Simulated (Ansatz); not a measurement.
Geometry optimisation, RKS PBE/def2-SVP in Ansatz 0.2.0.

input.yaml

```yaml
crystal:
  periodic: [false, false, false]
  atoms:
    - { symbol: Zr, position_ang: [-0.059048, -0.122447, -0.100599] }
    - { symbol: F, position_ang: [-0.117722, -0.102942, 1.853765] }
    - { symbol: Cl, position_ang: [2.141719, -0.329879, -0.933414] }
    - { symbol: F, position_ang: [-1.069154, 1.277209, -0.892871] }
    - { symbol: F, position_ang: [-0.969956, -1.70655, -0.613327] }
    - { symbol: S, position_ang: [1.648164, 2.659609, 1.728451] }
    - { symbol: H, position_ang: [2.72399, 1.863797, 1.473287] }
    - { symbol: H, position_ang: [1.001507, 1.623303, 2.382807] }
basis:
  gaussian: { orbitals: def2-SVP }
hamiltonian:
  xc: pbe
relax:
  f_tol: 0.03
  max_steps: 50
```

Run as:

```bash
$ ansatz run input.yaml --threads 4 --pin off --max-ram 5120MiB --backend cpu --events-out ev --progress --plain --runs-dir out
```

Q: Where does it end, and by what steps?

A: The run converged. After 7 steps the energy has fallen by 0.238 eV; S6 moved furthest, 0.58 Å. Joined: Zr1–S6 (3.74 → 3.04 Å).

```tsv
step	energy less start (eV)	largest force component (eV/Å)	accepted
0	0.0000	0.833	yes
1	-0.0743	0.631	yes
2	-0.1482	0.885	yes
3	-0.1926	0.794	yes
4	-0.2269	0.367	yes
5	-0.2299	0.175	yes
6	-0.2373	0.092	yes
7	-0.2377	0.026	yes
```

```xyz
8
Properties=species:S:1:pos:R:3
Zr 0.028 -0.044 0.017
F -0.221 -0.384 1.888
Cl 2.229 -0.357 -0.843
F -0.985 1.407 -0.709
F -0.893 -1.536 -0.727
S 1.387 2.341 1.322
H 2.634 1.793 1.350
H 1.121 1.942 2.600
```

Whether the end is a true minimum wasn't checked by a vibrational analysis.

Run time: 12 s on 4 threads of Arm Neoverse V2, on a shared host, peak memory 0.18 GiB.
